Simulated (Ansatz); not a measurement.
`[OH][Ge][O][SiH3]` + `C[SiH3]` → `[CH3][Ge][OH]` + disiloxane at 700 K and 1 bar (redistribution).

Computed with Ansatz on PBE0-D4/def2-TZVP structures; ΔE is electronic, products minus reactants. CBS: MP2 limit from def2 TZ/QZ plus the TZ coupled-cluster correction, frozen cores. This one scheme is used for every species. For Ge outer-core shells are correlated without core-valence functions, which leaves a few kJ/mol of doubt a bond. Scalar relativity is left out up to krypton. Each species was taken in one conformer, which may not be the lowest.

```json
{"species": "`[OH][Ge][O][SiH3]`", "CCSD(T)/CBS energy (Eh)": "-2518.03462", "H − E (kJ/mol)": "181.3", "S (J/(mol·K))": "451.5"}
{"species": "`C[SiH3]`", "CCSD(T)/CBS energy (Eh)": "-330.73916", "H − E (kJ/mol)": "210.8", "S (J/(mol·K))": "332.0"}
{"species": "`[CH3][Ge][OH]`", "CCSD(T)/CBS energy (Eh)": "-2191.75471", "H − E (kJ/mol)": "181.5", "S (J/(mol·K))": "381.1"}
{"species": "`[SiH3]O[SiH3]`", "CCSD(T)/CBS energy (Eh)": "-657.01000", "H − E (kJ/mol)": "210.5", "S (J/(mol·K))": "430.8"}
```

H − E and S are ideal-gas, rigid-rotor, harmonic terms from PBE0-D4/def2-TZVP, for one conformer and one mirror image of each species. 1 Eh = 2625.50 kJ/mol, R = 8.31446 J/(mol·K).

Problem. By hand: ΔE, ΔH, ΔS and ΔG.

Solution. ΔE = (-2191.75471) + (-657.01000) − (-2518.03462) − (-330.73916) = 0.00907 Eh = 23.8 kJ/mol. Δ(H − E) = 181.5 + 210.5 − 181.3 − 210.8 = -0.1, so ΔH = 23.7 kJ/mol. ΔS = 381.1 + 430.8 − 451.5 − 332.0 = 28.4 J/(mol·K). ΔG = 23.7 − 700 × (28.4)/1000 = 3.8 kJ/mol.

Problem. By hand: the equilibrium constant, and the temperature at which ΔG would vanish if ΔH and ΔS stayed fixed.

Solution. log₁₀ K = −ΔG/(RT ln 10) = -0.3. ΔG = 0 at ΔH/ΔS = 835 K.

TΔS isn't small against ΔH here. The sign of ΔG lies within the doubt. A doubt of 5 kJ/mol in ΔE shifts log₁₀ K by 0.4 here. Other conformers and mirror images would add mixing entropy, several J/(mol·K) or more a flexible species. Modes under 60 cm⁻¹, often nearly free rotors, make the harmonic entropy too high. These are equilibria of isolated gas molecules and say nothing of rates. Largest T1 diagnostic: 0.015 (customary marks: 0.02 for closed shells, 0.045 for open ones).
